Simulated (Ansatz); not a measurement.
Reactions of `N#C[Si](Cl)(Cl)C#N`.

Program: Ansatz. Geometries: PBE0-D4/def2-TZVP. ΔE: electronic, gas phase. CCSD(T)/CBS adds triple-zeta CCSD(T) − MP2 to the extrapolated MP2 energy (def2 sets, frozen cores). For Ga outer-core shells are correlated without core-valence functions, which leaves a few kJ/mol of doubt a bond. Scalar relativity is left out up to krypton. One conformer a species, not always the lowest.

Task: Order these by ΔE at CCSD(T)/CBS, lowest first. (Best estimate.)
A. `N#C[Si](Cl)(Cl)C#N` + `C=CCCl` → `N#C[Si](Cl)(Cl)Cl` + `C=CCC#N`
B. `N#C[Si](Cl)(Cl)C#N` + `[F][GaH][Cl]` → `N#C[Si](Cl)(Cl)Cl` + `N#[C][GaH][F]`
C. `N#C[Si](Cl)(Cl)C#N` + `N#C[SiH2]P` → `N#C[Si](Cl)(C#N)C#N` + `P[SiH2]Cl`
D. `N#C[Si](Cl)(Cl)C#N` + `[CH3][AlH][OH]` → `C[Si](Cl)(Cl)C#N` + `N#[C][AlH][OH]`

Result: A (-124.2 kJ/mol), D (-72.3 kJ/mol), B (+7.0 kJ/mol), C (+21.4 kJ/mol).

Largest T1 diagnostic: 0.015, for `N#[C][GaH][F]`.
